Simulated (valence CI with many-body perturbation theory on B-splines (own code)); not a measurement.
**Forbidden lines of Cs16+**

Method: valence CI with perturbative core correlation (CI+MBPT): three valence electrons over a frozen Dirac-Fock core [Kr], radial functions for each j: 7 s, 7 p, 8 d, 6 f, 4 g, 1 h, with the one-electron correlation potential Σ1 (screened to all orders), the two-electron term Σ2, the three-electron term Σ3, Breit, model QED; selected single and double excitations, second order for the rest, scaled by the run's own slope (own B-spline code, finite nucleus).

No measured spectrum was set against this ion. As an estimate, terms of the open shell hold to 2 to 4 % of their energy, and close levels can change places. Excitations out of the core, of the other parity, are not computed and may begin above about 67.6 eV (a cautious bound); beyond it only levels of the ground parity were kept, without lifetimes.

Lines 1 to 50 of 107 in falling wavelength, among levels below 545260 cm⁻¹, chosen from the decays that carry over 1 % of a level's rate. Wavelengths and rates use the calculated energies, so an error of 2000 cm⁻¹ moves a line at 9041 Å by 18 % and its rate by three times that or more. Electric multipoles are in the length gauge, E1 and E2 with the static RPA response of the core. Weak lines are less certain than strong ones. Lines between different terms over intervals too small for the method are left out, as are lines whose strength nearly cancels.

Names give the largest LS component (configuration and term), which can be under half, so a name can repeat, a term be missing and a line seem to break the LS rules; names also repeat where a configuration has a term twice. Letters in brackets count levels of one name in rising energy.

| λ vac (Å) | Upper | Lower | Type | A (s⁻¹) | Branch % |
| --- | --- | --- | --- | --- | --- |
| 21200 | 4d³ ⁴P_1/2 | 4d³ ⁴P_3/2 | M1 | 2.97e+00 | 9.0 |
| 15110 | 4d³ ⁴F_9/2 | 4d³ ⁴F_7/2 | M1 | 5.26e+00 | 100.0 |
| 9474 | 4d³ ⁴F_7/2 | 4d³ ⁴F_5/2 | M1 | 4.10e+01 | 100.0 |
| 9041 | 4d³ ²G_9/2 | 4d³ ²H_11/2 | M1 | 6.15e+00 | 1.1 |
| 7408 | 4d³ ⁴F_5/2 | 4d³ ⁴F_3/2 | M1 | 9.16e+01 | 100.0 |
| 7374 | 4d³ ²D_5/2 [a] | 4d³ ²D_3/2 [a] | M1 | 2.12e+01 | 5.7 |
| 6960 | 4d³ ²P_3/2 | 4d³ ²D_5/2 [a] | M1 | 9.35e+00 | 1.3 |
| 5971 | 4d³ ²H_11/2 | 4d³ ²H_9/2 | M1 | 3.29e+01 | 31.0 |
| 5673 | 4d³ ⁴P_3/2 | 4d³ ⁴F_5/2 | M1 | 1.84e+01 | 12.7 |
| 5108 | 4d³ ²H_9/2 | 4d³ ⁴F_9/2 | M1 | 1.13e+02 | 51.7 |
| 4789 | 4d³ ⁴P_5/2 | 4d³ ⁴P_3/2 | M1 | 8.86e+01 | 77.8 |
| 4748 | 4d³ ²D_5/2 [a] | 4d³ ⁴P_5/2 | M1 | 1.38e+01 | 3.7 |
| 4226 | 4d³ ²D_3/2 [a] | 4d³ ⁴P_1/2 | M1 | 5.94e+01 | 8.2 |
| 4143 | 4d³ ²P_3/2 | 4d³ ²P_1/2 | M1 | 1.04e+02 | 14.4 |
| 4104 | 4d³ ²G_7/2 | 4d³ ⁴F_7/2 | M1 | 8.75e+01 | 24.8 |
| 4057 | 4d³ ²D_5/2 [a] | 4d³ ²G_7/2 | M1 | 4.35e+00 | 1.2 |
| 3818 | 4d³ ²H_9/2 | 4d³ ⁴F_7/2 | M1 | 1.06e+02 | 48.3 |
| 3642 | 4d³ ²P_1/2 | 4d³ ⁴P_1/2 | M1 | 3.25e+02 | 94.7 |
| 3596 | 4d³ ²G_9/2 | 4d³ ²H_9/2 | M1 | 2.35e+02 | 42.2 |
| 3580 | 4d³ ²P_3/2 | 4d³ ²D_3/2 [a] | M1 | 2.09e+02 | 28.9 |
| 3578 | 4d³ ⁴P_5/2 | 4d³ ⁴F_7/2 | M1 | 9.43e+00 | 8.3 |
| 3523 | 4d³ ²D_3/2 [a] | 4d³ ⁴P_3/2 | M1 | 3.01e+02 | 41.6 |
| 3374 | 4d³ ²G_9/2 | 4d³ ²G_7/2 | M1 | 2.44e+02 | 43.9 |
| 3213 | 4d³ ⁴P_3/2 | 4d³ ⁴F_3/2 | M1 | 1.26e+02 | 87.2 |
| 3184 | 4d³ ²F_5/2 | 4d³ ⁴P_5/2 | M1 | 6.48e+01 | 30.9 |
| 3108 | 4d³ ²P_1/2 | 4d³ ⁴P_3/2 | M1 | 4.71e+00 | 1.4 |
| 3018 | 4d³ ²F_7/2 | 4d³ ⁴P_5/2 | M1 | 3.60e+00 | 1.6 |
| 2864 | 4d³ ²G_7/2 | 4d³ ⁴F_5/2 | M1 | 2.65e+02 | 75.0 |
| 2858 | 4d³ ²F_5/2 | 4d³ ²G_7/2 | M1 | 2.90e+01 | 13.8 |
| 2822 | 4d³ ²P_3/2 | 4d³ ⁴P_5/2 | M1 | 2.00e+02 | 27.7 |
| 2790 | 4d³ ⁴P_1/2 | 4d³ ⁴F_3/2 | M1 | 2.95e+01 | 89.6 |
| 2790 | 4d³ ⁴P_1/2 | 4d³ ⁴F_3/2 | E2 | 4.19e-01 | 1.3 |
| 2753 | 4d³ ²H_11/2 | 4d³ ⁴F_9/2 | M1 | 7.31e+01 | 69.0 |
| 2723 | 4d³ ²F_7/2 | 4d³ ²G_7/2 | M1 | 6.19e+01 | 27.6 |
| 2598 | 4d³ ²D_3/2 [b] | 4d³ ²P_3/2 | M1 | 1.65e+01 | 1.9 |
| 2597 | 4d³ ⁴P_5/2 | 4d³ ⁴F_5/2 | M1 | 1.31e+01 | 11.5 |
| 2418 | 4d³ ²D_5/2 [b] | 4d³ ²P_3/2 | M1 | 2.69e+01 | 1.8 |
| 2384 | 4d³ ²D_5/2 [a] | 4d³ ⁴P_3/2 | M1 | 3.78e+01 | 10.1 |
| 2352 | 4d³ ²D_3/2 [b] | 4d³ ²F_5/2 | M1 | 1.51e+02 | 17.5 |
| 2291 | 4d³ ²D_5/2 [b] | 4d³ ²F_7/2 | M1 | 1.56e+02 | 10.5 |
| 2204 | 4d³ ²D_5/2 [b] | 4d³ ²F_5/2 | M1 | 3.35e+02 | 22.5 |
| 2174 | 4d³ ²D_3/2 [a] | 4d³ ⁴F_5/2 | M1 | 2.59e+02 | 35.8 |
| 2110 | 4d³ ²G_9/2 | 4d³ ⁴F_9/2 | M1 | 1.54e+01 | 2.8 |
| 2040 | 4d³ ²D_5/2 [a] | 4d³ ⁴F_7/2 | M1 | 2.40e+02 | 64.3 |
| 1923 | 4d³ ⁴P_5/2 | 4d³ ⁴F_3/2 | M1 | 2.54e+00 | 2.2 |
| 1912 | 4d³ ²F_5/2 | 4d³ ⁴P_3/2 | M1 | 3.89e+01 | 18.6 |
| 1892 | 4d³ ²D_3/2 [b] | 4d³ ²D_5/2 [a] | M1 | 2.48e+02 | 28.8 |
| 1852 | 4d³ ²G_9/2 | 4d³ ⁴F_7/2 | M1 | 5.56e+01 | 10.0 |
| 1836 | 4d³ ²F_7/2 | 4d³ ⁴F_9/2 | M1 | 1.05e+02 | 47.1 |
| 1795 | 4d³ ²D_5/2 [b] | 4d³ ²D_5/2 [a] | M1 | 1.87e+01 | 1.3 |
